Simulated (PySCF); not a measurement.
Geometries of 2 isomers of C2Cl4F2, from PySCF 2.14.0, PBE0-D3(BJ)/def2-SVP geometry optimisation, gas phase. One conformer each, no zero-point energy, no frequencies.

Question: Which isomer lies lower at this level?
A.
```xyz
8
angstrom
F      1.225   -0.536   -1.169
C      0.802   -0.084    0.003
F      1.388    1.082    0.239
Cl     1.248   -1.227    1.269
C     -0.747    0.127   -0.063
Cl    -1.073    1.278   -1.368
Cl    -1.529   -1.415   -0.413
Cl    -1.312    0.780    1.473
```
B.
```xyz
8
angstrom
F      1.255    0.702   -1.047
C      0.752    0.214    0.088
Cl     1.707   -1.189    0.573
Cl     0.795    1.457    1.330
C     -0.718   -0.236   -0.210
F     -0.662   -1.177   -1.153
Cl    -1.637    1.136   -0.834
Cl    -1.483   -0.896    1.229
```

Answer: A. That is CF2Cl-CCl3, `FC(F)(Cl)C(Cl)(Cl)Cl`, 3.6 kcal/mol below the other.

| SMILES | atoms numbered as above | E (Eh) | relative (kcal/mol) | relative (kJ/mol) | dipole (D) |
| --- | --- | --- | --- | --- | --- |
| FC(F)(Cl)C(Cl)(Cl)Cl | [F:1][C:2]([F:3])([Cl:4])[C:5]([Cl:6])([Cl:7])[Cl:8] | -2115.02107 | 0.0 | 0.0 | 0.47 |
| FC(Cl)(Cl)C(F)(Cl)Cl | [F:1][C:2]([Cl:3])([Cl:4])[C:5]([F:6])([Cl:7])[Cl:8] | -2115.01537 | 3.6 | 15.0 | 0.56 |

As drawn, the lower has two fluorines on one carbon, which the higher lacks.
